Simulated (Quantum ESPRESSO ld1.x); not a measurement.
The run below uses ld1.x (Quantum ESPRESSO 7.5).

```
 &input
    atom='Pt',
    iswitch=1,
    rel=2,
    dft='BLYP',
    config='[Xe] 4f14 5d6',
    rel_dist='energy',
    lsmall=.true.,
    prefix='ld1',
    max_out_wfc=37,
    file_charge='ld1.rho',
 /
```

Output (excerpt):

```
     Program LD1 v.7.5 starts

     --------------------------- All-electron run ----------------------------

     dirac relativistic calculation

     atomic number is 78.00
     dft =BLYP   lsd =0 sic =0 latt =0  beta=0.20 tr2=1.0E-14
     Exchange-correlation= BLYP
                           (   1   3   1   3   0   0   0)
     mesh =2121 r(mesh) =  99.81228 a.u. xmin = -8.00 dx = 0.00800
     1 Ry =  13.60569312 eV, c = 137.03599908

     n l j   nl                  e(Ry)          e(Ha)          e(eV)
     Spin orbit split results
     1 0 0.5 1S 1( 2.00)     -5760.3300     -2880.1650    -78373.2828
     2 0 0.5 2S 1( 2.00)     -1014.2411      -507.1206    -13799.4535
     2 1 0.5 2P 1( 2.00)      -972.1495      -486.0748    -13226.7683
     2 1 1.5 2P 1( 4.00)      -845.0162      -422.5081    -11497.0315
     3 0 0.5 3S 1( 2.00)      -241.0615      -120.5308     -3279.8088
     3 1 0.5 3P 1( 2.00)      -222.1954      -111.0977     -3023.1227
     3 1 1.5 3P 1( 4.00)      -194.2485       -97.1243     -2642.8855
     4 0 0.5 4S 1( 2.00)       -54.7132       -27.3566      -744.4103
     4 1 0.5 4P 1( 2.00)       -46.7144       -23.3572      -635.5824
     4 1 1.5 4P 1( 4.00)       -40.0550       -20.0275      -544.9759
     3 2 1.5 3D 1( 4.00)      -162.8795       -81.4398     -2216.0891
     3 2 2.5 3D 1( 6.00)      -156.8566       -78.4283     -2134.1424
     5 0 0.5 5S 1( 2.00)       -11.1546        -5.5773      -151.7657
     5 1 0.5 5P 1( 2.00)        -8.5774        -4.2887      -116.7019
     5 1 1.5 5P 1( 4.00)        -7.4403        -3.7201      -101.2302
     4 2 1.5 4D 1( 4.00)       -26.9677       -13.4838      -366.9141
     4 2 2.5 4D 1( 6.00)       -25.7296       -12.8648      -350.0687
     4 3 2.5 4F 1( 6.00)        -9.0077        -4.5039      -122.5561
     4 3 3.5 4F 1( 8.00)        -8.7533        -4.3767      -119.0952
     5 2 1.5 5D 1( 4.00)        -3.9236        -1.9618       -53.3831
     5 2 2.5 5D 1( 2.00)        -3.7934        -1.8967       -51.6120
     Averaged results
     1 0     1S 1( 2.00)     -5760.3300     -2880.1650    -78373.2828
     2 0     2S 1( 2.00)     -1014.2411      -507.1206    -13799.4535
     2 1     2P 1( 6.00)      -887.3940      -443.6970    -12073.6105
     3 0     3S 1( 2.00)      -241.0615      -120.5308     -3279.8088
     3 1     3P 1( 6.00)      -203.5641      -101.7821     -2769.6312
     4 0     4S 1( 2.00)       -54.7132       -27.3566      -744.4103
     4 1     4P 1( 6.00)       -42.2748       -21.1374      -575.1780
     3 2     3D 1(10.00)      -159.2658       -79.6329     -2166.9211
     5 0     5S 1( 2.00)       -11.1546        -5.5773      -151.7657
     5 1     5P 1( 6.00)        -7.8193        -3.9097      -106.3874
     4 2     4D 1(10.00)       -26.2248       -13.1124      -356.8069
     4 3     4F 1(14.00)        -8.8624        -4.4312      -120.5784
     5 2     5D 1( 6.00)        -3.8455        -1.9227       -52.3204

     final scf error:  1.9E-15 reached in  28 iterations

     Etot =  -36887.918525 Ry,  -18443.959263 Ha, -501885.699401 eV

     Ekin =   42224.797517 Ry,   21112.398759 Ha,  574497.637201 eV
     Encl =  -92493.818710 Ry,  -46246.909355 Ha,-1258442.513142 eV
     Eh   =   14094.248556 Ry,    7047.124278 Ha,  191762.020656 eV
     Exc  =    -713.145889 Ry,    -356.572944 Ha,   -9702.844115 eV
```

Run on one thread of a shared host, so times are rough (Intel(R) Xeon(R) Processor @ 2.60GHz): 0.59 s of CPU time, 1.5 s wall, 28 iterations on 2121 mesh points.
